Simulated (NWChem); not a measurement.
# BNH3 cation

```xyz
5

B      0.0000     0.0000    -0.7758
N      0.0000     0.0000     0.5444
H      0.0000     0.0000    -1.9486
H      0.0000     0.8564     1.1079
H      0.0000    -0.8564     1.1079
```
Atoms are numbered in this order, from 1.

Structure relaxed at the B3LYP/6-31G* (spherical d) level.

 Unshifted, non-relativistic core excitations; the lowest 4 roots alone, so stronger bands may lie above.

Task: List the first B K-edge excitations from BHandHLYP/def2-TZVP, restricted-window TDA (NWChem).

Result: 
| state | energy (eV) | dipole oscillator strength | leading excitation (squared amplitude) |
|---|---|---|---|
| S1 | 187.3 | 0.1034 | 1s of atom 1 or its equivalents → LUMO (0.94) |
| S2 | 189.4 | 0.0896 | 1s of atom 1 or its equivalents → LUMO+1 (0.93) |
| S3 | 193.9 | 0.0006 | 1s of atom 1 or its equivalents → LUMO+2 (0.81) |
| S4 | 196.3 | 0.0142 | 1s of atom 1 or its equivalents → LUMO+4 (0.79) |
